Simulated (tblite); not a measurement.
Species: C6H10ClFSi.
Numbering: `[CH3:1][CH2:2]/[CH:3]=[C:4]1/[CH2:5][Si@@H:6]([F:7])[C@@H:8]1[Cl:9]` (hydrogens: H10, H11, H12 on C1; H13, H14 on C2; H15 on C3; H16, H17 on C5; H18 on Si6; H19 on C8)

Geometry (GFN2-xTB, Å), atoms numbered from 1 in this order:
```xyz
19
C6H10ClFSi angstrom
C      2.7785   -0.3761    0.2220
C      1.7590   -0.2799   -0.9139
C      0.6896    0.7115   -0.5809
C     -0.5559    0.4159   -0.2507
C     -1.6784    1.3700    0.1223
Si    -2.8758   -0.0949    0.3678
F     -4.0229   -0.2112   -0.7646
C     -1.2265   -0.9349   -0.1545
Cl    -0.4771   -1.9885    1.0961
H      3.2207    0.5973    0.4236
H      3.5725   -1.0714   -0.0399
H      2.2933   -0.7299    1.1285
H      1.3215   -1.2629   -1.0890
H      2.2681    0.0383   -1.8277
H      0.9961    1.7505   -0.5855
H     -1.9221    2.0634   -0.6824
H     -1.4407    1.9684    1.0000
H     -3.5179   -0.4421    1.6140
H     -1.1920   -1.5142   -1.0777
```

Computed with GFN2-xTB (tblite): harmonic, unscaled wavenumbers at the GFN2-xTB geometry, gas phase. The method is semi-empirical: single wavenumbers can be off by several per cent or more. Modes of hydrogen on silicon can be 10 to 20 % off. One conformer, not necessarily the lowest.

Harmonic wavenumbers (cm⁻¹): 33.5, 57.2, 115.2, 118.4, 135.1, 171.3, 202.8, 216.6, 254.4, 373.9, 399.5, 506.4, 525.0, 539.4, 615.0, 624.4, 715.7, 744.6, 770.8, 818.4, 841.9, 872.2, 891.9, 965.4, 1042.6, 1049.6, 1082.2, 1091.3, 1125.8, 1158.7, 1164.3, 1177.1, 1242.9, 1286.8, 1331.4, 1408.2, 1436.9, 1480.7, 1498.5, 1503.3, 1750.0, 2427.9, 2944.1, 2956.8, 2981.4, 3002.3, 3003.5, 3030.9, 3035.2, 3044.0, 3046.2.

A = 1973, B = 709.2, C = 577.7 MHz; mass 164.022 u (most abundant isotopes); point group C1, symmetry number 1.

**Question.** Zero-point energy?

**Answer.** Half the sum of the wavenumbers: 31406 cm⁻¹ = 375.70 kJ/mol.

**Question.** Give the ideal-gas entropy at 200 K and 1 bar in the rigid-rotor, harmonic-oscillator model (classical rotation).

**Answer.** Translation 164.16, rotation 122.07, vibration 97.13: S = 383.4 J/(mol K).

**Question.** And Cp and H(200 K) − H(0)?

**Answer.** Cp = 130.49 J/(mol K), of which vibrations give 97.23 (their classical limit is 51 R = 424.0); H(200 K) − H(0) = 16.93 kJ/mol without the zero-point energy, 10.27 from vibrations.

**Question.** Blend soft modes into free rotors: weight 1/[1 + (100 cm⁻¹/ν̃)⁴] for the oscillator and the rest for a rotor with moment μB/(μ + B), μ = h/(8π²ν), B = 10⁻⁴⁴ kg m². What vibrational entropy results?

**Answer.** 89.14 J/(mol K) in place of 97.13, which changes −T·S at 200 K by +1.60 kJ/mol.

**Question.** How do the functions run with temperature in this model?

**Answer.** 
```json
{"T (K)": "150", "S (J/(mol K))": "349.0", "Cp (J/(mol K))": "109.3", "H − H(0) (kJ/mol)": "10.94", "G − H(0) (kJ/mol)": "-41.42", "ln q(vib)": "3.94"}
{"T (K)": "250", "S (J/(mol K))": "414.8", "Cp (J/(mol K))": "152.6", "H − H(0) (kJ/mol)": "24.00", "G − H(0) (kJ/mol)": "-79.71", "ln q(vib)": "7.03"}
{"T (K)": "298.15", "S (J/(mol K))": "443.5", "Cp (J/(mol K))": "174.0", "H − H(0) (kJ/mol)": "31.86", "G − H(0) (kJ/mol)": "-100.38", "ln q(vib)": "8.47"}
{"T (K)": "400", "S (J/(mol K))": "500.7", "Cp (J/(mol K))": "216.1", "H − H(0) (kJ/mol)": "51.78", "G − H(0) (kJ/mol)": "-148.50", "ln q(vib)": "11.45"}
{"T (K)": "600", "S (J/(mol K))": "601.1", "Cp (J/(mol K))": "279.0", "H − H(0) (kJ/mol)": "101.72", "G − H(0) (kJ/mol)": "-258.93", "ln q(vib)": "17.08"}
{"T (K)": "900", "S (J/(mol K))": "726.4", "Cp (J/(mol K))": "337.8", "H − H(0) (kJ/mol)": "195.00", "G − H(0) (kJ/mol)": "-458.72", "ln q(vib)": "24.86"}
```

q(vib) and H(0) count from the zero-point level.

Hindered rotation and anharmonicity are outside this model. Other conformers, if any are populated, would add a mixing term that is left out. The structure is chiral; the term R ln 2 for an equal mix with its mirror image is left out.
